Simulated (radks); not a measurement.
Values are calculated unless marked as measured or tabulated.
Spherical quantum dot in the effective-mass picture: electrons in a hard-walled sphere of radius 1.37, all in effective atomic units (hartree* = m*/eps^2 hartree, bohr* = eps/m* bohr), one dielectric constant everywhere. Level of theory: non-relativistic Kohn-Sham, LDA (Slater exchange, Perdew-Wang correlation), spin-polarised, spherical densities (a radial shooting solver with Libxc functionals). Levels are named by radial order and angular momentum (1s, 1p, 1d, 2s, ...), and open shells are averaged over m. Results are scaled to m* = 0.029 and eps = 15.6, for which hartree* = 3.243 meV and bohr* = 28.47 nm.

N = 6, configuration 1s2 1p(up 3, down 1). This is the lowest configuration that the search found. Occupied and some empty levels:

level    occupation  eigenvalue (meV)  <r> (nm)
1s up             1            27.602     20.91
1s down           1            28.183     20.88
1p up             3            35.313     23.88
1p down           1            35.917     23.89
1d up             0            45.791     25.76
1d down           0            46.388     25.77
2s up             0            53.371     19.00
2s down           0            53.806     19.01
1f up             0            58.734     27.10
1f down           0            59.315     27.12

Energy (meV): total 137.410, kinetic 87.938, external 0, Hartree 65.186, exchange-correlation -15.714.
